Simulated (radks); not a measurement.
Values are calculated unless marked as measured or tabulated.
Task: Coherent X-ray form factor from a spherical all-electron density. Level of theory: non-relativistic Kohn-Sham, exchange-only PBE, spin-polarised, spherical densities, point nucleus (a radial shooting solver on a logarithmic mesh with Libxc functionals).

sin(theta)/lambda (1/angstrom)  f0 (electrons)
0.05                                    12.645
0.1                                     11.757
0.15                                    10.691
0.2                                      9.711
0.25                                     8.905
0.3                                      8.250
0.4                                      7.175
0.5                                      6.202
0.6                                      5.279
0.8                                      3.735
1                                        2.699
1.25                                     1.968
1.5                                      1.598
2                                        1.261

The species is in the configuration that NIST lists as its ground one. Which atom or ion scatters so?

Result: The silicon ion Si+, [Ne] 3s2 3p1. Extrapolating in s^2 from the first two rows gives f0(0) = 12.9, near the electron count 13; among species with that count, the fall with angle is slower the higher Z, and the table is that of Z = 14; from so few rows the species is fixed only to a neighbour or two.
